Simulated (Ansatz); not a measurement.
Input for Ansatz (a first-principles code): U-B3LYP/cc-pVTZ on BFH2Se (SMILES FB[SeH]), a point of a bond scan (R = 1.788 Å).

Ansatz 0.2 input:
```yaml
crystal:
  periodic: [false, false, false]
  atoms:
    - {symbol: B, position_ang: [-0.50635411, -0.90180536, 0.69980998]}
    - {symbol: F, position_ang: [0.77066713, -1.84646042, 1.52085719]}
    - {symbol: H, position_ang: [-1.64886171, -1.18176115, 0.86909359]}
    - {symbol: Se, position_ang: [0.04580074, 0.56405598, -0.45090094]}
    - {symbol: H, position_ang: [-1.33288088, 0.92683336, -0.80944951]}
basis:
  gaussian:
    orbitals: cc-pVTZ
hamiltonian:
  xc: {name: B3LYP}
magnetization: {spin_polarized: true, initial_magnetization: 0}
```

Output:

```
WARN ansatz: RAYON_NUM_THREADS=1 ignored (pool sized by the plan → 1); use --threads N
Functional definition: B3LYP
integrals: 0.05 GiB planned
889 factors; their error is unknown
mean field: 0.62 GiB planned
mean field evaluation 1: about -68776.5049 eV, gradient 2.6e1 eV
mean field evaluation 2: about -68762.7844 eV, gradient 7.0e1 eV
mean field evaluation 4: about -68778.5710 eV, gradient 4.2e0 eV
mean field evaluation 8: about -68778.9479 eV, gradient 2.1e-1 eV
mean field evaluation 16: about -68778.9481 eV, gradient 1.2e-5 eV
mean field -68778.94805279 eV, -2527.5797208948 hartree, gradient 1.2e-5 eV, S^2 0.000000; 0 other end points of the search recorded, 0 dependent functions left out
reference -68778.94826635 eV, -2527.5797287428 hartree; 25, 25 occupied and 106, 106 virtual orbitals, 889 factors
Total energy: -68778.94826635 eV, -2527.5797287428 hartree
```

The calculation finished and met its thresholds.

Cost: very roughly 4 core-seconds.
